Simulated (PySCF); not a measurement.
Level of theory: B3LYP-D3(BJ)/def2-TZVP // TPSS-D3(BJ)/def2-SVP in PySCF. All species are isolated molecules in the gas phase. B3LYP has the VWN-RPA correlation part, as in Gaussian. 

Reference species: [Cd(Cl)2] (neutral, multiplicity 1).

```json
{
  "HOMO–LUMO gap": "5.95 eV",
  "mean_distance_from_the_central_atom_to_its_bonded_neighbours": "2.289 Å",
  "LUMO": "-2.67 eV",
  "charge on the central atom (Mulliken)": "0.80 e"
}
```

Changed species: [Cd(F)2] (2 of 2 Cl replaced by F; the reference has 0 of 2 Cl replaced by F).

**Question.** What does the change do to the HOMO–LUMO gap, mean distance from the central atom to its bonded neighbours, LUMO and charge on the central atom (Mulliken)?

**Answer.** the HOMO–LUMO gap increases by 1.01 eV, to 6.96 eV; the mean distance from the central atom to its bonded neighbours falls by 0.362 Å, to 1.927 Å; the LUMO falls by 0.18 eV, to -2.85 eV; the charge on the central atom (Mulliken) goes up by 0.29 e, to 1.09 e.
